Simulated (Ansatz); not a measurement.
Frontier orbitals of C3H11NO3Sn (`C[O][Sn]([NH2])([O]C)[O]C`).

Charge 0, multiplicity 1. Correlated methods include outer-core shells of Sn, which these sets cover unevenly. Sn takes the def2 core potential. The structure was optimised at the PBE0-D4/def2-TZVP level. It is one conformer, not always the lowest. Basis def2-TZVPP, Ansatz 0.2.0.

```json
{"functional": "PBE", "HOMO (eV)": "-6.20", "LUMO (eV)": "-2.06", "gap (eV)": "4.14"}
{"functional": "r2SCAN", "HOMO (eV)": "-6.53", "LUMO (eV)": "-1.78", "gap (eV)": "4.75"}
{"functional": "PBE0", "HOMO (eV)": "-7.75", "LUMO (eV)": "-1.05", "gap (eV)": "6.70"}
{"functional": "r2SCANh", "HOMO (eV)": "-7.11", "LUMO (eV)": "-1.43", "gap (eV)": "5.68"}
{"functional": "LC-ωPBE", "HOMO (eV)": "-10.55", "LUMO (eV)": "1.31", "gap (eV)": "11.86"}
{"functional": "ωB97M-V", "HOMO (eV)": "-10.14", "LUMO (eV)": "0.84", "gap (eV)": "10.98"}
```

A quarter of exact exchange (PBE0) shifts PBE's HOMO by −1.54 eV and its LUMO by +1.00 eV; full exchange at long range (ωB97M-V) shifts them by −3.94 and +2.90 eV. The gap opens from 4.15 to 10.98 eV, since occupied levels lose self-interaction and empty ones feel all the electrons. A positive LUMO is unbound and depends on the basis.

LC-ωPBE has ω = 0.4 bohr⁻¹.
